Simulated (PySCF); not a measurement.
**Deuteron quadrupole couplings in `O=CN[C@@H]1C=C[SiH2]C1`**

Compound: C5H9NOSi.
Structure used (GFN2-xTB), in Å, numbered top down from 1:
```
atom  x, y, z in Å
O1     2.7144   -1.9018   -0.1922
C2     2.6413   -0.7065   -0.0552
N3     1.5069   -0.0035    0.0961
C4     0.1870   -0.6172    0.1184
C5    -0.6238   -0.0489   -1.0148
C6    -1.6171    0.7849   -0.7288
Si7   -1.8283    1.0058    1.1248
C8    -0.5242   -0.3470    1.4568
H9     3.5347   -0.0518   -0.0395
H10    1.5363    0.9991    0.1937
H11    0.3716   -1.6867   -0.0316
H12   -0.3194   -0.3142   -2.0181
H13   -2.2063    1.2480   -1.5039
H14   -3.1594    0.6646    1.6264
H15   -1.4250    2.3372    1.5945
H16    0.2091   -0.0869    2.2177
H17   -1.0048   -1.2634    1.7953
```

Level: PBE0/pcSseg-1 (PySCF, non-relativistic); Q(2H) = 0.00286 b; rigid geometry, the same for H and D, with no vibrational averaging.

Question: Rank these positions by the coupling χzz of a deuteron there, largest first.
A. H13 (vinylic hydrogen)
B. H9 (formyl hydrogen)
C. H16 (methylene hydrogen)
D. H15 (Si–H hydrogen)
E. H10 (amide N–H hydrogen)
F. H12 (vinylic hydrogen)

Answer: E (274 kHz), A (227 kHz), F (218 kHz), C (213 kHz), B (182 kHz), D (107 kHz).

Question: Tabulate Vzz, the asymmetry η and χzz = 234.96 MHz × Q × Vzz for every hydrogen position.

Answer: 
```json
{"atom": "H9", "bonded to": "C2", "bond length (Å)": "1.108", "Vzz (au)": "0.2707", "η": "0.06", "χzz (kHz)": "182"}
{"atom": "H10", "bonded to": "N3", "bond length (Å)": "1.008", "Vzz (au)": "0.4076", "η": "0.19", "χzz (kHz)": "274"}
{"atom": "H11", "bonded to": "C4", "bond length (Å)": "1.096", "Vzz (au)": "0.2804", "η": "0.03", "χzz (kHz)": "188"}
{"atom": "H12", "bonded to": "C5", "bond length (Å)": "1.082", "Vzz (au)": "0.3247", "η": "0.03", "χzz (kHz)": "218"}
{"atom": "H13", "bonded to": "C6", "bond length (Å)": "1.078", "Vzz (au)": "0.3383", "η": "0.02", "χzz (kHz)": "227"}
{"atom": "H14", "bonded to": "Si7", "bond length (Å)": "1.463", "Vzz (au)": "0.1628", "η": "0.01", "χzz (kHz)": "109"}
{"atom": "H15", "bonded to": "Si7", "bond length (Å)": "1.468", "Vzz (au)": "0.1594", "η": "0.01", "χzz (kHz)": "107"}
{"atom": "H16", "bonded to": "C8", "bond length (Å)": "1.088", "Vzz (au)": "0.3168", "η": "0.05", "χzz (kHz)": "213"}
{"atom": "H17", "bonded to": "C8", "bond length (Å)": "1.089", "Vzz (au)": "0.3169", "η": "0.04", "χzz (kHz)": "213"}
```

Question: Average by the element that carries the hydrogen.

Answer: on C: 207 kHz over 6 positions, mean bond length 1.090 Å; on N: 274 kHz over 1 position, mean bond length 1.008 Å; on Si: 108 kHz over 2 positions, mean bond length 1.466 Å.

Question: How does χzz go with the bond length over the 6 C–H bonds?

Answer: A straight-line fit has a slope of -16.1 kHz for each 0.01 Å, with a correlation coefficient of -0.96, over lengths from 1.078 to 1.108 Å. The longer bonds have the smaller couplings here.

Question: A static deuteron (I = 1) shows a doublet split by (3/2)χ, (3/4)χ(1 + η) and (3/4)χ(1 − η) with the field along z, y and x of the gradient. What are these for H16?

Answer: With |χ| = 212.9 kHz and η = 0.048: 319, 167 and 152 kHz, to first order and without motion.

Isolated species at its GFN2-xTB geometry (one conformer only). GFN2-xTB bond lengths can be off by several hundredths of an ångström, more for odd bonds, and the gradients follow them. The small basis limits the accuracy of the gradients.
